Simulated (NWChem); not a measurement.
# BeGeNH$_{5}$; SMILES [NH2][Be][GeH3]

```xyz
8

Be     0.0047    -1.2945    -0.0063
N     -0.0003    -2.7933     0.0019
H      0.8258    -3.3805     0.0058
H     -0.8297    -3.3756     0.0072
Ge     0.0054     0.9091    -0.0093
H     -1.3468     1.5218     0.4552
H      1.0701     1.5331     0.9366
H      0.2779     1.5460    -1.4006
```
Atoms are numbered in this order, from 1.

All runs: NWChem. The geometry was optimised at B3LYP/6-31G* (spherical d). Level: PBE0/def2-SVPD; rows give the wavelength of the field.

| field | isotropic polarisability (bohr³) | anisotropy (bohr³) |
|---|---|---|
| static | 62.5 | 20.3 |
| 1065 nm | 63.4 | 20.8 |
| 589 nm | [?] | [?] |

### Question
Fill in the missing entries.

### Answer

- 589 nm, isotropic polarisability (bohr³): 65.7
- 589 nm, anisotropy (bohr³): 22.2
